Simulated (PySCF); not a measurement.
Isomers of C2H10SSi3. Method used: PySCF, PBE0-D3(BJ)/def2-SVP geometry optimisation, gas phase. Energies are electronic, without zero-point or thermal terms, for one conformer each. No frequencies were run at this level. Point groups hold within 0.08 Å.

Problem. Order them by energy at this level, lowest first, and give relative energies in kcal/mol.
A. `[CH3:1][C:2](=[S:3])[SiH2:4][SiH2:5][SiH3:6]` with C1–C2–Si4–Si5 141°, C2–Si4–Si5–Si6 59°
B. `[CH3:1][C:2](=[S:3])[SiH:4]([SiH3:5])[SiH3:6]` with C1–C2–Si4–Si5 124°
C. `[SiH3:1][S:2][SiH:3]1[CH2:4][SiH2:5][CH2:6]1` with Si1–S2–Si3–C4 54°, S2–Si3–C4–Si5 -113°, Si3–C4–Si5–C6 -6°, C4–Si5–C6–Si3 6°, S2–Si3–C6–Si5 113°

Solution. C (0.0), A (54.2), B (54.6).

As drawn, the lowest has a four-membered ring, which the highest lacks; the highest has an Si–Si bond and a C=S bond, which the lowest lacks. Neighbours under 2.5 kcal/mol apart (CC(=S)[SiH2][SiH2][SiH3] and CC(=S)[SiH]([SiH3])[SiH3]) can change places with a better method, another conformer or zero-point energy.

```json
{"SMILES": "[SiH3]S[SiH]1C[SiH2]C1", "E (Eh)": "-1347.91114", "E rel (kcal/mol)": "0.0", "dipole (D)": "1.38", "point group": "near Cs", "A, B, C (MHz)": "2345, 1061, 896.2"}
{"SMILES": "CC(=S)[SiH2][SiH2][SiH3]", "E (Eh)": "-1347.82474", "E rel (kcal/mol)": "54.2", "dipole (D)": "2.29", "point group": "C1", "A, B, C (MHz)": "2096, 948.2, 705.7"}
{"SMILES": "CC(=S)[SiH]([SiH3])[SiH3]", "E (Eh)": "-1347.82406", "E rel (kcal/mol)": "54.6", "dipole (D)": "1.95", "point group": "near Cs", "A, B, C (MHz)": "1405, 1093, 852.7"}
```

Problem. How do the relative energies change in single points at PBE0/pcSseg-1 (no added dispersion term) on the same geometries?

Solution. 
```
                   SMILES  PBE0-D3(BJ)/def2-SVP (kcal/mol)  PBE0/pcSseg-1 (kcal/mol)  shift
   [SiH3]S[SiH]1C[SiH2]C1                              0.0                       0.0    0.0
 CC(=S)[SiH2][SiH2][SiH3]                             54.2                      53.6   -0.6
CC(=S)[SiH]([SiH3])[SiH3]                             54.6                      53.4   -1.2
```

Each column counts from its own lowest isomer. The lowest isomer stays, but the order above it changes; the largest shift is 1.2 kcal/mol.
